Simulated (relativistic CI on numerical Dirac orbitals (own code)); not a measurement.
Sc2+: K-alpha X-ray emission

Computed with this model: Dirac-Coulomb-Breit CI, orbitals from a KLI potential per configuration, model QED (radiative potential, 1s self-energy scaled to tabulated hydrogen-like ionisation energies), valence Slater integrals scaled by 0.8, multiplet model of X-ray emission after core ionisation; configurations [Ar] 3d → 1s 2s2 2p6 3s2 3p6 3d → [He] 2s2 2p5 3s2 3p6 3d; 80 K; Lorentzian 1.26 eV and Gaussian 0.6 eV FWHM. Energies are those of the free ion, without screening or charge transfer. S is read from ⟨S²⟩ = S(S + 1).

Field parameters in Wybourne normalisation: Oh B⁴₀ = 21Dq, B⁴₄ = √(5/14) B⁴₀. The field is a parameter set, without covalency.

Computed curve for free ion, scaled to 100 at the maximum (points under 2 are left out and the grid is thinned):

```json
{"Energy (eV)": "4080.2", "Intensity": "2.1"}
{"Energy (eV)": "4080.6", "Intensity": "2.5"}
{"Energy (eV)": "4081.0", "Intensity": "3.0"}
{"Energy (eV)": "4081.4", "Intensity": "3.8"}
{"Energy (eV)": "4081.8", "Intensity": "4.9"}
{"Energy (eV)": "4082.2", "Intensity": "6.9"}
{"Energy (eV)": "4082.6", "Intensity": "10.4"}
{"Energy (eV)": "4083.0", "Intensity": "16.8"}
{"Energy (eV)": "4083.4", "Intensity": "24.4"}
{"Energy (eV)": "4083.8", "Intensity": "27.1"}
{"Energy (eV)": "4084.0", "Intensity": "26.6"}
{"Energy (eV)": "4084.4", "Intensity": "28.5"}
{"Energy (eV)": "4084.8", "Intensity": "38.1"}
{"Energy (eV)": "4085.2", "Intensity": "46.5"}
{"Energy (eV)": "4085.6", "Intensity": "40.0"}
{"Energy (eV)": "4086.0", "Intensity": "26.9"}
{"Energy (eV)": "4086.4", "Intensity": "18.9"}
{"Energy (eV)": "4086.8", "Intensity": "16.5"}
{"Energy (eV)": "4087.2", "Intensity": "18.0"}
{"Energy (eV)": "4087.6", "Intensity": "22.6"}
{"Energy (eV)": "4088.0", "Intensity": "28.1"}
{"Energy (eV)": "4088.4", "Intensity": "36.0"}
{"Energy (eV)": "4088.8", "Intensity": "53.0"}
{"Energy (eV)": "4089.2", "Intensity": "78.5"}
{"Energy (eV)": "4089.6", "Intensity": "97.8"}
{"Energy (eV)": "4090.0", "Intensity": "96.0"}
{"Energy (eV)": "4090.4", "Intensity": "75.6"}
{"Energy (eV)": "4090.8", "Intensity": "50.9"}
{"Energy (eV)": "4091.2", "Intensity": "31.2"}
{"Energy (eV)": "4091.6", "Intensity": "19.2"}
{"Energy (eV)": "4091.8", "Intensity": "15.5"}
{"Energy (eV)": "4092.2", "Intensity": "10.7"}
{"Energy (eV)": "4092.6", "Intensity": "7.8"}
{"Energy (eV)": "4093.0", "Intensity": "6.0"}
{"Energy (eV)": "4093.4", "Intensity": "4.8"}
{"Energy (eV)": "4093.8", "Intensity": "3.9"}
{"Energy (eV)": "4094.2", "Intensity": "3.2"}
{"Energy (eV)": "4094.6", "Intensity": "2.7"}
{"Energy (eV)": "4095.0", "Intensity": "2.3"}
{"Energy (eV)": "4095.4", "Intensity": "2.0"}
```

The ground state has S = 0.50, and the centroid lies at 4088.11 eV.
